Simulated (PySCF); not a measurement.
**[Yb(P5)]2+ relaxed at several levels**

Computed with PySCF 2.14.0, def2-SVP on the ligands, density fitting, scalar-relativistic core potentials, no spin-orbit coupling, vacuum. Each row is relaxed at its own level from the same template. Distances are means of the shortest metal–ligand contacts, charges and spins Mulliken's; removal energies are rigid, with the ligand's formal charge and no counterpoise, so too large; for an anion taken off a cation in vacuum most of it is the attraction of opposite charges, and multiply charged cations can part far more cheaply with an electron moved from ligand to metal. lcecp potentials hold a fixed number of 4f electrons in the core, out of states, spins and gaps.

```tsv
level	basis on the metal	point group	M–P5 (Å)	charge on M (e)	removal of one P5 (eV)	strongest infrared band, degenerate modes summed (cm⁻¹)	unstable modes (below −25 cm⁻¹)
BP86	lcecp-1-SVP with ECP59	C5v	2.862	1.12	23.16	430	0
```

Question: What does the calculation give for r2SCAN, lcecp-1-SVP with ECP59?

Answer: point group: C5v, M–P5 (Å): 2.855, charge on M (e): 1.31, removal of one P5 (eV): 22.44, unstable modes (below −25 cm⁻¹): not given.
```xyz
6

Yb    0.0000    0.0000   -1.0255
P     1.8387    0.0000    1.1588
P     0.5682    1.7487    1.1588
P    -1.4876    1.0808    1.1588
P    -1.4875   -1.0808    1.1588
P     0.5682   -1.7487    1.1588
```

One start shape was tried for each, so a minimum needn't be the lowest isomer.
